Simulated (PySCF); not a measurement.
Potential energy curve for AlH, singlet.

Methods: UHF/6-31G (PySCF); RHF/6-31G (PySCF); UKS-TPSSh = unrestricted TPSSh/6-31G run with PySCF; RKS-TPSSh = PySCF with restricted TPSSh/6-31G; UKS-B3LYP = unrestricted B3LYP/6-31G (PySCF); RKS-B3LYP = restricted B3LYP/6-31G (PySCF 2.14.0); UKS-PBE0 = unrestricted PBE0/6-31G in PySCF; RKS-PBE0 = restricted PBE0/6-31G run with PySCF.

Scanned distances (Å): 1.32, 1.41, 1.51, 1.56, 1.63, 1.66, 1.70, 1.78, 1.84, 1.94, 2.09, 2.23, 2.49, 2.72, 3.03, 3.33, 3.65, 4.12, 4.45, 4.99, 5.79, 6.59.

Problem. Where does the unrestricted solution first break spin symmetry (<S²> of 0.01 or more)?

Solution. UHF: already at 1.32 Å; UKS-TPSSh: between 2.72 and 3.03 Å; UKS-B3LYP: between 2.72 and 3.03 Å; UKS-PBE0: between 2.72 and 3.03 Å.

| R / Å | <S²> UHF | E(RHF) − E(UHF) / kJ/mol | <S²> UKS-TPSSh | E(RKS-TPSSh) − E(UKS-TPSSh) / kJ/mol | <S²> UKS-B3LYP | E(RKS-B3LYP) − E(UKS-B3LYP) / kJ/mol | <S²> UKS-PBE0 | E(RKS-PBE0) − E(UKS-PBE0) / kJ/mol |
|---|---|---|---|---|---|---|---|---|
| 1.32 | 0.18 | 1.6 | 0.00 | 0.0 | 0.00 | 0.0 | 0.00 | 0.0 |
| 1.41 | 0.14 | 0.9 | 0.00 | 0.0 | 0.00 | 0.0 | 0.00 | 0.0 |
| 1.51 | 0.09 | 0.4 | 0.00 | 0.0 | 0.00 | 0.0 | 0.00 | 0.0 |
| 1.56 | 0.07 | 0.2 | 0.00 | 0.0 | 0.00 | 0.0 | 0.00 | 0.0 |
| 1.63 | 0.03 | 0.0 | 0.00 | 0.0 | 0.00 | 0.0 | 0.00 | 0.0 |
| 1.66 | 0.02 | 0.0 | 0.00 | 0.0 | 0.00 | 0.0 | 0.00 | 0.0 |
| 1.70 | 0.00 | 0.0 | 0.00 | 0.0 | 0.00 | 0.0 | 0.00 | 0.0 |
| 1.78 | 0.00 | 0.0 | 0.00 | 0.0 | 0.00 | 0.0 | 0.00 | 0.0 |
| 1.84 | 0.00 | 0.0 | 0.00 | 0.0 | 0.00 | 0.0 | 0.00 | 0.0 |
| 1.94 | 0.00 | 0.0 | 0.00 | 0.0 | 0.00 | 0.0 | 0.00 | 0.0 |
| 2.09 | 0.00 | 0.0 | 0.00 | 0.0 | 0.00 | 0.0 | 0.00 | 0.0 |
| 2.23 | 0.00 | 0.0 | 0.00 | 0.0 | 0.00 | 0.0 | 0.00 | 0.0 |
| 2.49 | 0.30 | 6.3 | 0.00 | 0.0 | 0.00 | 0.0 | 0.00 | 0.0 |
| 2.72 | 0.57 | 27.8 | 0.00 | 0.0 | 0.00 | 0.0 | 0.00 | 0.0 |
| 3.03 | 0.77 | 68.5 | 0.37 | 5.6 | 0.24 | 2.9 | 0.34 | 5.5 |
| 3.33 | 0.88 | 111.8 | 0.61 | 22.6 | 0.50 | 15.3 | 0.61 | 22.7 |
| 3.65 | 0.94 | 157.2 | 0.73 | 42.9 | 0.67 | 32.6 | 0.78 | 45.4 |
| 4.12 | 0.98 | 217.6 | 0.83 | 70.1 | 0.82 | 58.0 | 0.92 | 78.8 |
| 4.45 | 0.99 | 254.5 | 0.87 | 85.6 | 0.88 | 73.8 | 0.97 | 100.1 |
| 4.99 | 1.00 | 304.2 | 0.90 | 104.6 | 0.95 | 95.1 | 1.00 | 128.1 |
| 5.79 | 1.00 | 354.7 | 1.00 | 113.5 | 1.00 | 117.1 | 1.00 | 153.9 |
| 6.59 | 1.00 | 384.7 | 1.00 | 124.0 | 1.00 | 129.4 | 1.00 | 167.6 |
